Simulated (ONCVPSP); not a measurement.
## Pb, ONCV: configuration errors across variants

```json
{
  "Element": "lead (Pb)",
  "Generator": "ONCVPSP 4.0.1",
  "Type": "optimised norm-conserving Vanderbilt (ONCV)",
  "Functional": "PBEsol",
  "Relativity": "scalar-relativistic",
  "Frozen core": "[Kr] 4d10 4f14",
  "Valence charge": "22",
  "Reference configuration": "5s2 5p6 5d10 6s2 6p2",
  "Partial waves": "5s+6s: rc 1.55 bohr, ncon 4, nbas 8, qcut 9.1 1/bohr, 2 projectors; 5p+6p: rc 1.35 bohr, ncon 4, nbas 7, qcut 8.8 1/bohr, 2 projectors; 5d: rc 1.30 bohr, ncon 4, nbas 7, qcut 6.6 1/bohr, 2 projectors, debl 1.1 Ha",
  "Local potential": "polynomial inside 1.15 bohr (lpopt 5, dvloc0 2 Ha)",
  "Core correction": "polynomial model core, fcfact 0.4"
}
```

All-electron excitation energies from the reference (eV): (1) 5s2 5p6 5d10 6s2 6p1 6.598; (2) 5s2 5p6 5d10 6s2 6p0 20.046; (3) 5s2 5p6 5d10 6s1 6p0 52.526; (4) 5s2 5p6 5d10 6s2 6p1.5 2.503.

3 further variants failed, have other tests or another functional or relativity, and are left out.

Errors AE − PS in meV (a dash: test not solved or not reliable):

| change | (1) | (2) | (3) | (4) | bound ghosts | GHOST(+) flags above zero |
| --- | --- | --- | --- | --- | --- | --- |
| base | -2.7 | -8.8 | -26 | -0.9 | none | s |
| core correction Teter function, parameters optimised by the program | -2.7 | -8.8 | -26 | -0.9 | none | s |
| p: nproj 4 | -2.7 | -8.8 | -26 | -0.9 | none | s |
| s: ncon 5, nbas 9 | -2.7 | -8.9 | -25 | -0.9 | none | s |

Question: Give the same row for: s: qcut 11.5; p: qcut 11.1; d: qcut 8.3.

Answer: -2.6, -8.7, -23, -0.9; bound ghosts: none; GHOST(+) flags above zero: s.
